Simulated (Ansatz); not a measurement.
One change: `[NH2][Mo](=[O])(=[O])[Cl]` becomes `[CH3][Mo](=[O])(=[O])[Cl]`.

Ansatz, PBE0-D4/def2-TZVP geometries, multiplicity 1. Each molecule was computed in one conformer, which needn't be the lowest.

Elements past krypton have def2 core potentials.

```tsv
property	`[NH2][Mo](=[O])(=[O])[Cl]`
HOMO–LUMO gap (B3LYP/def2-TZVPP) / eV	5.81
HOMO energy (PBE/def2-TZVPP) / eV	-7.45
size of the dipole moment (ωB97M-V/def2-TZVPP) / D	3.83
LUMO energy (PBE0/def2-TZVPP) / eV	-2.57
LUMO energy (B3LYP/def2-TZVPP) / eV	-2.79
size of the dipole moment (PBE/def2-TZVPP) / D	3.77
```

**Question.** Give the same properties after the change, and the shifts. (An estimate is asked.)

**Answer.** The calculation gave: 
```tsv
property	`[CH3][Mo](=[O])(=[O])[Cl]`	shift
HOMO–LUMO gap (B3LYP/def2-TZVPP) / eV	5.58	-0.23
HOMO energy (PBE/def2-TZVPP) / eV	-7.88	-0.43
size of the dipole moment (ωB97M-V/def2-TZVPP) / D	2.54	-1.29
LUMO energy (PBE0/def2-TZVPP) / eV	-3.28	-0.71
LUMO energy (B3LYP/def2-TZVPP) / eV	-3.51	-0.72
size of the dipole moment (PBE/def2-TZVPP) / D	2.39	-1.38
```

With PBE0 the HOMO falls by 0.48 eV and the LUMO falls by 0.71 eV, so the gap narrows by about 0.23 eV. PBE moves the HOMO by -0.43 eV and ωB97M-V by -0.54 eV. Dipoles are sizes alone; their direction can turn.

B3LYP here is the variant with VWN-RPA as its local correlation; programs differ in this.
